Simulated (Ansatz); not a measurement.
CH6AsNZn, SMILES `N[CH2][Zn][AsH2]` at its PBE0-D4/def2-TZVP geometry, where that method's forces vanish. Charge 0, multiplicity 1.

```xyz
10

N     1.3776   -1.0361    1.1491
C     0.3580    0.0138    1.1782
Zn   -0.3539    0.3157   -0.6361
As   -1.1584    0.6235   -2.8642
H     2.1995   -0.7332    0.6437
H     1.6877   -1.2718    2.0855
H    -0.4959   -0.3511    1.7602
H     0.6753    0.9530    1.6552
H    -1.9800    1.8220   -2.3957
H    -2.3099   -0.3358   -2.5760
```

What forces (eV/Å) does ωB97M-V/def2-TZVPP give on these atoms in Ansatz 0.2.0? (An estimate is asked.)

Computed: 
```
N1   0.229 -0.181  0.036
C2  -0.297  0.288 -0.012
Zn3  0.004 -0.007 -0.069
As4 -0.100  0.000  0.163
H5  -0.032 -0.020  0.031
H6  -0.004  0.019 -0.063
H7   0.084  0.033 -0.022
H8  -0.016 -0.118 -0.010
H9   0.055 -0.079 -0.032
H10  0.077  0.064 -0.022
```
